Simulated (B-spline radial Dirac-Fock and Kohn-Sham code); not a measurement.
**Core-hole lifetimes of Ta**

System: the Ta atom, [Xe] 4f14 5d3 6s2.

Input file task.json (cfg lists n, l and occupation; rrms is the nuclear radius in fm):

```json
{"items": [{
  "Z": 73,
  "q": 0,
  "cfg": [[1, 0, 2], [2, 0, 2], [2, 1, 6], [3, 0, 2], [3, 1, 6], [3, 2, 10], [4, 0, 2], [4, 1, 6], [4, 2, 10], [4, 3, 14], [5, 0, 2], [5, 1, 6], [5, 2, 3], [6, 0, 2]],
  "A": 181,
  "rrms": 5.3507,
  "do": ["binding", "quiet", "decay"],
  "holes": ["K", "L1", "L2", "L3", "M1", "M2", "M3", "M4", "M5", "N1", "N2", "N3", "N4", "N5", "N6", "N7"]
}]}
```

Command: `python xray_run.py task.json out`

The computed values come from a B-spline atomic structure program: independent-particle rates on relativistic LDA orbitals of the hole state (multipoles up to L = 3, Coulomb Auger matrix elements, transition energies from Dirac-Fock).

Partial widths are in eV. Coster-Kronig decay leaves a hole in the same principal shell; its rates are the weakest part of the model, often 1.5 to 2.5 times too large and more for N holes. Holes without an open Auger channel, or with an unreliable SCF state, are not listed.

```
hole  radiative   Auger  Coster-Kronig   total  fluorescence yield  lifetime (fs)  recommended width  tabulated yield
   K       35.2    1.55              0    36.8               0.958         0.0179               37.9            0.952
  L1      0.763    1.89           3.06    5.71               0.134          0.115               6.00            0.144
  L2       1.30    2.77          0.670    4.75               0.274          0.139               4.69            0.258
  L3       1.17    3.51              0    4.68               0.250          0.141               4.68            0.243
  M1     0.0269   0.986           16.8    17.8             0.00151         0.0369               14.3                –
  M2     0.0282    1.08           10.8    11.9             0.00237         0.0554               7.80                –
  M3     0.0294    1.30           8.98    10.3             0.00285         0.0638               5.70                –
  M4     0.0335    1.67          0.400    2.10              0.0159          0.313               1.61                –
  M5     0.0316    1.74              0    1.77              0.0179          0.372               1.61                –
  N1   0.000849   0.101           14.1    14.2            5.99e-05         0.0465               7.00                –
  N2    0.00152  0.0979           12.8    12.9            0.000118         0.0510               5.70                –
  N3   0.000981   0.105           9.83    9.93            9.88e-05         0.0663               4.00                –
  N4    0.00126   0.104           7.04    7.14            0.000176         0.0922               4.00                –
  N5    0.00112   0.118           6.77    6.89            0.000163         0.0956               3.65                –
  N6   1.96e-07  0.0509              0  0.0509            3.85e-06           12.9             0.0800                –
  N7   1.67e-07  0.0493              0  0.0493                   ?              ?             0.0400                ?
```

Task: What are the fluorescence yield and the lifetime of the N7 hole?

Result: The yield is the radiative width over the total, 3.38e-06, and the lifetime is ħ/Γ = 13.3 fs.

Recommended widths: Campbell and Papp, At. Data Nucl. Data Tables 77, 1 (2001); yields: xraylib tables; both refer to the element in its standard state. The computed width differs most for N3 (4p3/2), where it is 2.48 times the recommended value. Rates with slow emitted electrons, as in Coster-Kronig decay, are the weakest part of an independent-particle model: such widths often come out 1.5 to 2.5 times too large, more for N holes, and a channel near threshold can open or close.
